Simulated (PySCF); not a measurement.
**First hyperpolarisability: SMILES CB(C)c1c(F)c1=O, C$_{5}$H$_{6}$BFO**

Geometry (Å), atoms numbered from 1 in this order:
```xyz
14

C    -1.1096    1.3767   -0.5112
B    -0.4664    0.0501    0.0155
C    -1.3113   -1.2238    0.3543
C     1.0713   -0.0272    0.1553
C     2.2634    0.1209    0.7471
F     2.7821    0.5573    1.8650
C     2.3352   -0.4382   -0.5283
O     2.8403   -0.9094   -1.5031
H    -0.4511    1.9929   -1.1396
H    -2.0749    1.2199   -1.0154
H    -1.3257    1.9749    0.3970
H    -1.2968   -1.8379   -0.5686
H    -0.8906   -1.8564    1.1492
H    -2.3674   -1.0018    0.5664
```

Theory: PySCF, quadratic response CAM-B3LYP/aug-cc-pVDZ first hyperpolarisability, Taylor convention, gas phase. Geometry: PBE0-D3(BJ)/def2-SVP.

Q: Give β for the processes computed.

A: In au, Taylor convention; the vector part is βᵢ = ⅓ Σⱼ (βᵢⱼⱼ + βⱼᵢⱼ + βⱼⱼᵢ); β∥ is 3/5 of the vector part along the dipole, the dipole points from − to +:
```csv
process,λ (nm),β vector norm,β∥,β HRS,depolarisation ratio
"static β(0;0,0)",∞,293.9,-168.6,123.2,4.79
"second harmonic β(−2ω;ω,ω)",1907,313.1,-179.9,131.3,4.79
"Pockels β(−ω;ω,0)",1907,300.0,-172.2,–,–
"second harmonic β(−2ω;ω,ω)",1064,364.9,-210.3,152.9,4.80
"Pockels β(−ω;ω,0)",1064,314.5,-180.7,–,–
```

Q: Which lowest excitations, dipole and polarisabilities go with it?

A: S1 5.05 eV (f = 0.002); S2 5.32 eV (f = 0.045); S3 5.86 eV (f = 0.002); dipole 4.08 D; isotropic α 76.4 au static, 76.6 au at 1907 nm, 77.1 au at 1064 nm, 77.3 au at 953.5 nm, 79.4 au at 532 nm.
